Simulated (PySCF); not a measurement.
Species: C₄H₈FOS (doublet state).
SMILES with atom numbers: `[CH3:1][CH:2][S@@:3](=[O:4])[C@H:5]([CH3:6])[F:7]` (hydrogens: H8, H9, H10 on C1; H11 on C2; H12 on C5; H13, H14, H15 on C6)

Structure used (GFN2-xTB), in Å, numbered top down from 1:
```
atom  x, y, z in Å
C1     2.5587    0.4126   -0.1550
C2     1.5022   -0.5414    0.2096
S3     0.0582    0.0020    1.0083
O4     0.0559    1.4655    0.9695
C5    -1.1946   -0.4699   -0.3878
C6    -2.5514    0.0595   -0.0069
F7    -1.1855   -1.8325   -0.4887
H8     2.1642    1.4252   -0.0742
H9     3.4369    0.3234    0.4921
H10    2.9021    0.2370   -1.1778
H11    1.6958   -1.5973    0.2774
H12   -0.8058   -0.0583   -1.3228
H13   -2.4590    1.1195    0.2157
H14   -2.9190   -0.4618    0.8745
H15   -3.2633   -0.0755   -0.8197
```

The hyperfine couplings belong to this conformer and change with its torsions.

Computed, not measured: UKS B3LYP, pcH-1 on C F H O S, non-relativistic, mean-field spin-orbit, GIAO in PySCF. Isolated species at its GFN2-xTB geometry (one conformer only). Couplings are sensitive to structure, and on GFN2-xTB geometries they can be far from those on DFT ones. No stability test was run, so a lower SCF solution isn't excluded.

Q: Give the principal g shifts and their parts.

A: 
```
                    Δg (ppm)     1     2     3
relativistic mass correction  -149  -149  -149
            gauge correction    38    16    32
   orbital Zeeman/spin–orbit  -785    -8  1538
                       total  -896  -141  1422
```

So g = 2.00142, 2.00218, 2.00374 and g_iso = 2.00245; the tensor is rhombic: the two nearest values differ by 33 % of g3 − g1. 

Q: Average each term over the three axes. Which is largest in size?

A: The orbital-Zeeman/spin–orbit term 249, the mass correction -149 and the gauge correction 29 ppm, for a total of 129 ppm. The orbital-Zeeman/spin–orbit term is the largest in size. The mass correction is the same along every axis, so the anisotropy comes from the other two: their spans along these axes are 22 (gauge) and 2324 ppm (orbital Zeeman/spin–orbit).

Q: What are the electron Larmor frequencies g μB B/h along the three axes at 1200 mT?

A: 33.6149, 33.6276, 33.6538 GHz for g1, g2 and g3, a range of 38.9 MHz.

Q: What effective moment and Curie constant follow for a powder?

A: With the mean of g² = 4.0098 and S(S+1) = 0.75: μ_eff = √(⟨g²⟩S(S+1)) = 1.734 μB and χT = 0.12505·⟨g²⟩·S(S+1) = 0.376 cm³ K/mol (cgs; spin-Hamiltonian part alone).

Q: In a frozen sample, at which fields do the three g values resonate at 9.5, 34, 94 and 263 GHz (hyperfine left aside), and which band first spreads them over more than twice a line width of 0.5 mT?

A: 
```csv
band,GHz,B(g3) mT,B(g2) mT,B(g1) mT,spread mT
X,9.5,338.74,339.01,339.14,0.39
Q,34.0,1212.34,1213.29,1213.75,1.40
W,94.0,3351.77,3354.39,3355.65,3.88
J,263.0,9377.83,9385.15,9388.69,10.86
```

The spread grows in proportion to the frequency. Q band is the first where it exceeds 1.0 mT.

Largest spin populations (Mulliken): C2 (+0.89), C5 (+0.11) and C1 (-0.07). C2 is the only atom above +0.15. The angles at C2 add up to 357.5°, so it is nearly planar; its axial dipolar tensor and the negative coupling of its proton fit spin in a p orbital normal to that plane.

The HOMO–LUMO gaps are 5.87 eV among the α and 4.08 eV among the β orbitals.
